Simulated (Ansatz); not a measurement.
A nudged elastic band was laid between two geometries of BrH + GaH3 (6 atoms, charge 0, multiplicity 1).

The calculation used Ansatz 0.2.0, RHF/def2-SVP.

```
movable images  : 7
climbing image  : yes
spring          : 5.0 eV/Å²
optimiser       : quadratic models (default)
start path      : through a guess of the saddle point
force threshold : 0.03 eV/Å
iteration limit : 60
end points      : relaxed
```

Image 0:

```xyz
6
Properties=species:S:1:pos:R:3
Ga -0.006 0.340 -0.084
H -0.011 0.841 1.412
H 1.360 0.203 -0.856
H -1.370 0.123 -0.839
Br 0.093 -2.762 1.128
H 0.091 -2.289 2.455
```

Image 8:

```xyz
6
Properties=species:S:1:pos:R:3
Ga 0.020 -0.631 -0.570
H 0.013 0.331 2.639
H 1.400 0.084 -0.696
H -1.401 0.004 -0.674
Br 0.089 -2.922 -0.210
H 0.035 -0.411 2.726
```

**Question.** Which bonds break or form, and what moves?

**Answer.** Bonds broken: Ga1–H2, Br5–H6. Bonds formed: Ga1–Br5, H2–H6. BrH + GaH3 becomes BrGaH2 + H2.

**Question.** Give the energies along the band, and the barrier.

**Answer.** The run converged. The highest image is number 3 of 0 to 8, 0.78 eV above the first end and 1.86 eV above the last; the last end lies 1.07 eV below the first. A vibrational analysis at the climbing image gives one clearly imaginary mode, 1424i cm⁻¹: a first-order saddle point. The orbitals stay closed-shell, which can raise the energy where a bond breaks towards radicals; this wasn't checked here.

| image | path coordinate (Å) | energy (eV) | Ga1–H2 (Å) | Br5–H6 (Å) | Ga1–Br5 (Å) |
| --- | --- | --- | --- | --- | --- |
| 0 | 0.00 | 0.00 | 1.58 | 1.41 | 3.33 |
| 1 | 0.60 | 0.05 | 1.58 | 1.41 | 3.26 |
| 2 | 1.21 | 0.25 | 1.59 | 1.42 | 3.11 |
| 3 | 1.81 | 0.78 | 1.70 | 1.65 | 2.77 |
| 4 | 2.29 | -0.12 | 1.92 | 2.09 | 2.53 |
| 5 | 2.77 | -0.82 | 2.23 | 2.53 | 2.37 |
| 6 | 3.25 | -1.02 | 2.55 | 3.03 | 2.33 |
| 7 | 3.73 | -1.07 | 2.93 | 3.50 | 2.32 |
| 8 | 4.20 | -1.07 | 3.35 | 3.86 | 2.32 |

**Question.** What is the geometry of the highest image?

**Answer.** 
```xyz
6
Properties=species:S:1:pos:R:3
Ga 0.008 -0.086 -0.018
H 0.016 0.040 1.678
H 1.423 0.143 -0.618
H -1.425 0.065 -0.597
Br 0.086 -2.624 1.090
H 0.049 -1.082 1.680
```

**Question.** What are the harmonic wavenumbers there?

**Answer.** 1424i, 159, 400, 639, 694, 785, 1073, 1136, 1308, 1755, 2121, 2124 cm⁻¹.

The band took 10 iterations and of the order of 110 core-seconds.

The run took 110 s on 1 thread of Arm Neoverse V2, on a shared host, peak memory 0.17 GiB.
